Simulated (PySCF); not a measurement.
SMILES c1c[nH]c(-c2nccs2)c1, GFN2-xTB optimised geometry.

```
16

C      2.16    -2.18     0.00
C      0.94    -2.81     0.00
N     -0.03    -1.87     0.00
C      0.55    -0.63     0.00
C     -0.26     0.55     0.00
N     -1.55     0.55     0.00
C     -2.06     1.80     0.00
C     -1.14     2.80     0.00
S      0.46     2.16     0.00
C      1.92    -0.80     0.00
H      3.12    -2.66     0.00
H      0.71    -3.86     0.00
H     -1.02    -2.02     0.00
H     -3.12     1.93     0.00
H     -1.30     3.86     0.00
H      2.65    -0.02     0.00
```

Density from PBE/def2-TZVP (PySCF) at that geometry.

Minimum of the electron density along straight lines between bonded atoms, close to the bond critical point (lines longer than 1.1 times the sum of covalent radii, or with two minima, are not listed):

```csv
bond,length / Å,ρ at the minimum / e bohr⁻³,∇²ρ there / e bohr⁻⁵,position (fraction from the first atom)
C1–C2,1.375,0.323,-0.91,0.48
C2–N3,1.350,0.321,-0.82,0.35
N3–C4,1.366,0.314,-0.86,0.63
C4–C5,1.424,0.297,-0.84,0.49
C5–N6,1.296,(withheld),(withheld),0.37
N6–C7,1.349,0.335,-1.04,0.62
C7–C8,1.358,0.331,-0.95,0.49
C5–S9,1.759,0.199,-0.35,0.48
C8–S9,1.723,0.212,(withheld),0.48
C1–C10,1.400,0.305,-0.82,0.50
C4–C10,1.385,0.317,-0.88,0.52
C1–H11,1.072,0.288,-1.02,0.64
C2–H12,1.072,0.290,-1.04,0.65
N3–H13,1.007,0.342,-1.87,0.75
C7–H14,1.075,0.290,-1.04,0.65
C8–H15,1.070,0.289,-1.03,0.65
C10–H16,1.072,0.287,-1.02,0.64
```

### Question
Some entries are withheld; supply them.

### Answer

- C5–N6, ρ at the minimum / e bohr⁻³: 0.377
- C5–N6, ∇²ρ there / e bohr⁻⁵: -1.20
- C8–S9, ∇²ρ there / e bohr⁻⁵: -0.41
